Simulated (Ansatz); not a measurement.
Two isomers of C5HF7: A = `FC1=CC(F)(F)C(F)(F)C1(F)F`, B = `FC1=C(F)C(F)(F)C(F)(F)C1F`.

Calculated with Ansatz (gas phase, PBE0-D4/def2-TZVP geometries, no zero-point term in ΔE). CCSD(T)/CBS is the MP2 limit (def2-TZVPP, def2-QZVPP) plus CCSD(T) − MP2 in def2-TZVPP, frozen cores. Functionals use def2-TZVPP. B3LYP here is the variant with VWN-RPA as its local correlation; programs differ in this.

Task: Which is lower in electronic energy at CCSD(T)/CBS, and by how much? (Estimate.)

Result: The calculation gave: A, by 10.6 kcal/mol.

Task: Give E(B) − E(A) in kcal/mol with PBE-D4, CCSD(T)/def2-TZVPP, ωB97M-V, BLYP-D4, MP2/def2-TZVPP, B3LYP-D4, HF/def2-TZVPP. (Estimate.)

Result: Ansatz gave: PBE-D4 8.6, CCSD(T)/def2-TZVPP 10.7, ωB97M-V 10.6, BLYP-D4 8.7, MP2/def2-TZVPP 11.0, B3LYP-D4 9.2, HF/def2-TZVPP 11.0. None reverses the order clearly.

Task: Does the order hold for the free energy at 298.15 K (harmonic terms from PBE0-D4)? (An estimate is asked.)

Result: Computed: Yes: G(B) − G(A) = +10.3 kcal/mol. Modes under 60 cm⁻¹, often nearly free rotors, make the harmonic entropy too high.

Largest T1 diagnostic: 0.013.

Leaving LDA and LC-ωPBE aside and taking each functional with its dispersion term where it has one, the values spread over 2.0 kcal/mol, from PBE-D4 to ωB97M-V. LDA lies +0.9 kcal/mol from PBE without D4. From PBE to PBE0 (25 % exact exchange), in def2-TZVPP and without D4, E(B) − E(A) moves by +0.7 kcal/mol.
